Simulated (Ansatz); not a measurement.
```yaml
crystal:
  periodic: [false, false, false]
  atoms:
    - {symbol: C, position_ang: [-0.452437, 1.304907, -0.427934]}
    - {symbol: C, position_ang: [-0.349128, -0.173255, -0.569573]}
    - {symbol: Si, position_ang: [0.627451, -1.121066, 0.732176]}
    - {symbol: Se, position_ang: [-1.101480, -1.059249, -1.897020]}
    - {symbol: H, position_ang: [-1.037686, 1.756409, -1.229239]}
    - {symbol: H, position_ang: [0.549763, 1.750803, -0.414410]}
    - {symbol: H, position_ang: [-0.904440, 1.557984, 0.539060]}
    - {symbol: H, position_ang: [0.633835, -2.570092, 0.439363]}
    - {symbol: H, position_ang: [0.015883, -0.859318, 2.065465]}
    - {symbol: H, position_ang: [2.018230, -0.587141, 0.762111]}
basis:
  gaussian: {orbitals: STO-3G}
magnetization: {spin_polarized: true, initial_magnetization: 1}
hamiltonian: {xc: {name: wB97M-V}}
output: {forces: true}
```

```sh
$ ansatz run in.yaml --threads 4 --pin off --events-out ev --progress --plain --max-ram 10444MiB
```

Output, abridged:

```
Error: a molecule whose nuclei and cores have a total charge of 66 cannot have a net charge of 0 together with 1 unpaired electrons
```

Q: What is wrong with this run?

A: The number of unpaired electrons doesn't fit the electron count. The program refused the input.
